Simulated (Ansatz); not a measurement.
Gas-phase electronic energies from Ansatz, PBE0-D4/def2-TZVP geometries. CCSD(T)/CBS adds triple-zeta CCSD(T) − MP2 to the extrapolated MP2 energy (def2 sets, frozen cores). This one scheme is used for every species. Functionals use def2-TZVPP. B3LYP here is the variant with VWN-RPA as its local correlation; programs differ in this. HSE06 is defined as in plane-wave codes. For Ge outer-core shells are correlated without core-valence functions, which leaves a few kJ/mol of doubt a bond. Scalar relativity is left out up to krypton. Each species was taken in one conformer, which may not be the lowest.

`Cl[SiH2][O][GeH3]` + H₂O → `O[SiH2][O][GeH3]` + HCl  (formal hydrolysis of the Si–Cl bond)

```
             level  ΔE (kcal/mol)  difference from CCSD(T)/CBS
       LDA (SPW92)           -0.3                         -1.1
            PBE-D4            1.5                          0.7
         revPBE-D4            2.0                          1.2
           BLYP-D4            0.1                         -0.7
         r2SCAN-D4            0.4                         -0.4
           PBE0-D4            1.6                          0.8
          B3LYP-D4            0.1                         -0.7
        r2SCAN0-D4            0.6                         -0.2
          HSE06-D4            1.6                          0.8
          BHLYP-D4            0.0                         -0.8
      CAM-B3LYP-D4           -1.1                         -1.9
           ωB97M-V            0.3                         -0.5
            B2PLYP           -0.6                         -1.4
          PBE-QIDH            0.8                          0.0
               PBE            1.0                          0.2
            revPBE            1.4                          0.6
              BLYP           -0.9                         -1.7
              PBE0            1.1                          0.3
             B3LYP           -0.8                         -1.6
           r2SCANh            0.4                         -0.4
           r2SCAN0            0.5                         -0.3
             HSE06            1.2                          0.4
             BHLYP           -1.0                         -1.8
         CAM-B3LYP           -1.6                         -2.4
           LC-ωPBE            0.1                         -0.7
RPA@PBE/def2-TZVPP           -1.2                         -2.0
       HF/def2-SVP            0.4                         -0.4
      MP2/def2-SVP           -0.3                         -1.1
     CCSD/def2-SVP           -0.5                         -1.3
  CCSD(T)/def2-SVP           -0.6                         -1.4
     HF/def2-TZVPP           -1.2                         -2.0
    MP2/def2-TZVPP            0.3                         -0.5
SCS-MP2/def2-TZVPP           -0.5                         -1.3
   CCSD/def2-TZVPP           -0.9                         -1.7
     HF/def2-QZVPP           -1.2                         -2.0
    MP2/def2-QZVPP            1.1                          0.3
SCS-MP2/def2-QZVPP            0.3                         -0.5
      HF/CBS(def2)           -1.2                         -2.0
     MP2/CBS(def2)            1.7                          0.9
    CCSD/CBS(def2)            0.6                         -0.2
       CCSD(T)/CBS            0.8                            0
```

Largest T1 diagnostic among the species: 0.012.

At CCSD(T), def2-SVP lies −1.3 kcal/mol from the extrapolated value and def2-TZVPP −1.4 kcal/mol. Leaving LDA and LC-ωPBE aside and taking each functional with its dispersion term where it has one, the values spread over 3.0 kcal/mol, from CAM-B3LYP-D4 to revPBE-D4. LDA lies −1.3 kcal/mol from PBE without D4.
